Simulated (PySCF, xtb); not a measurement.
Si(F)2(H)(nPr) (C₃H₈F₂Si), SMILES C(C[SiH](F)F)C. One conformer was computed; it need not be the lowest.

Harmonic wavenumbers (cm⁻¹) from GFN2-xTB run with xtb at its own minimum, in rising order: 31, 100, 123, 198, 231, 258, 290, 411, 624, 658, 708, 769, 829, 857, 868, 944, 1028, 1069, 1123, 1201, 1249, 1311, 1348, 1417, 1465, 1500, 1503, 1504, 2424, 2949, 2962, 2978, 2990, 3029, 3033, 3040.

Question: What does PBE0-D3(BJ)/def2-SVP (PySCF 2.14.0) give at its own minimum? (Estimate from the structure and the level; the computed values follow.)

Answer: 34, 97, 128, 237, 252, 310, 333, 417, 642, 742, 797, 837, 847, 895, 909, 959, 1022, 1041, 1107, 1212, 1247, 1321, 1360, 1405, 1416, 1466, 1473, 1478, 2299, 3048, 3051, 3063, 3106, 3113, 3138, 3153. Paired by order, the mean absolute difference is 44 cm⁻¹ and the zero-point energies are 67.2 and 68.6 kcal/mol.
